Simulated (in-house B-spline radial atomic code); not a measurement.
Orbital energies and mean radii along the 60-electron series, configuration [Xe] 4f6. The effective charge is n√(-2ε), a non-relativistic measure. Computed with a B-spline radial code for spherical atoms: Dirac-Hartree-Fock, average of the configuration, finite nuclei.

```tsv
ion	Z	energy of 4p3/2 (Eh)	mean radius of 4p3/2 (bohr)	energy of 4d5/2 (Eh)	mean radius of 4d5/2 (bohr)	energy of 4f7/2 (Eh)	mean radius of 4f7/2 (bohr)	effective charge of 4p3/2
Sm2+	62	-10.471	0.62175	-5.8509	0.67732	-0.88221	0.95319	18.305
Eu3+	63	-11.591	0.60647	-6.793	0.6573	-1.5912	0.85497	19.259
Gd4+	64	-12.823	0.59158	-7.8409	0.63784	-2.3996	0.78682	20.257
```
